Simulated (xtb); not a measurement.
xtb input:

```bash
xtb mol.xyz --gfn 2 --ohess tight --chrg 1 --uhf 0
```
mol.xyz:
```
16

Si     0.00587196    -0.61516960    -0.10512622
N     -1.14238249     0.51534202     0.44624610
Si    -2.85059543     0.26395311     0.60999990
N      1.50303680     0.25530943    -0.12325274
Si     3.01581273    -0.30972988    -0.63731489
H      0.08618811    -1.78189478     0.85045309
H     -0.27823801    -1.01971927    -1.41247799
H     -0.86773780     1.38144186     0.86329084
H     -3.14097061    -0.68982120     1.75069826
H     -3.35172859    -0.31374662    -0.65638892
H     -3.44385022     1.58986423     0.84537515
H      1.50615973     1.12422907     0.43378159
H      3.58492917    -1.26567596     0.25442024
H      2.86208948    -0.88018839    -1.99192280
H      3.87015100     0.89470458    -0.74822002
H     -1.28782506     0.81211799    -0.44630798
```

Predict the final energy.

-16.32852 Eh (GFN2-xTB).

It need not be the lowest isomer of its formula.
